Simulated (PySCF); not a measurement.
C₂H₇BClN, SMILES ClB(CC)N.

Coordinates come from a PBE-D3(BJ)/def2-SVP optimisation. The structure was generated by enumeration, and PubChem lists no compound with its InChIKey, so it may never have been made. Other conformers were not sampled.

These are HF/def2-TZVP (PySCF) values and carry that method's errors.

Symmetry labels are those of the subgroup Cs that the program uses (full group Cs).

Computed valence orbital energies around the gap with their symmetry:
```csv
orbital,symmetry,energy (eV)
HOMO−7,A',-15.78
HOMO−6,A',-15.34
HOMO−5,A",-13.65
HOMO−4,A',-13.63
HOMO−3,A',-12.89
HOMO−2,A",-12.74
HOMO−1,A',-11.66
HOMO,A",-11.52
LUMO,A',3.13
LUMO+1,A',4.19
LUMO+2,A",4.34
LUMO+3,A',4.43
```
